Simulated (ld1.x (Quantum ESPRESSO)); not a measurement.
**S (Z = 16), ultrasoft: configuration errors across variants**

S, ultrasoft, made with ld1.x (Quantum ESPRESSO) 7.5 (PBE, non-relativistic). Core [Ne], reference 3s2 3p4. Waves: 3s (bound): rcut 1.35, rcutus 1.65 bohr; 3s channel at 2.05 Ry: rcut 1.35, rcutus 1.65 bohr; 3p (bound): rcut 0.90, rcutus 1.20 bohr; 3p channel at 3.5 Ry: rcut 0.90, rcutus 1.20 bohr. Local part: all-electron potential smoothed inside 1.15 bohr (lloc = -1). Core correction: Bessel-smoothed model core inside 0.85 bohr. Augmentation charge: built from norm-conserving waves at rcut, not smoothed further.

All-electron excitation energies from the reference (eV): (1) 3s2 3p3 11.782; (2) 3s2 3p2 34.078; (3) 3s2 3p1 68.128; (4) 3s2 3p0 114.928; (5) 3s1 3p4 22.524; (6) 3s0 3p6 20.480; (7) 3s1 3p5 10.183.

Errors AE − PS in meV (a dash: test not solved or not reliable):

```csv
change,(1),(2),(3),(4),(5),(6),(7),bound ghosts
base,-0.4,-2.9,-12,-40,+1.2,-16,-3.7,none
core correction none,+1.2,+10,+49,–,–,–,–,none
core correction Bessel-smoothed model core inside 0.58 bohr,-0.5,-4.1,-17,-52,+0.6,-21,-4.8,none
core correction Bessel-smoothed model core inside 0.76 bohr,-0.4,-3.5,-15,-46,+0.9,-19,-4.3,none
core correction Bessel-smoothed model core inside 0.94 bohr,-0.2,-1.9,-8.6,-28,+1.9,-12,-2.7,none
core correction Bessel-smoothed model core inside 1.08 bohr,+0.1,+1.2,+4.3,+12,+3.6,-1.7,-0.3,none
core correction Bessel-smoothed model core inside 1.22 bohr,+0.7,+5.1,+20,+63,+5.5,+16,+4.0,none
```

(1) Give the same row for: core correction Bessel-smoothed model core inside 1.40 bohr.

Answers

(1) +0.8, +5.4, +23, +81, +8.8, +44, +11; bound ghosts: none.
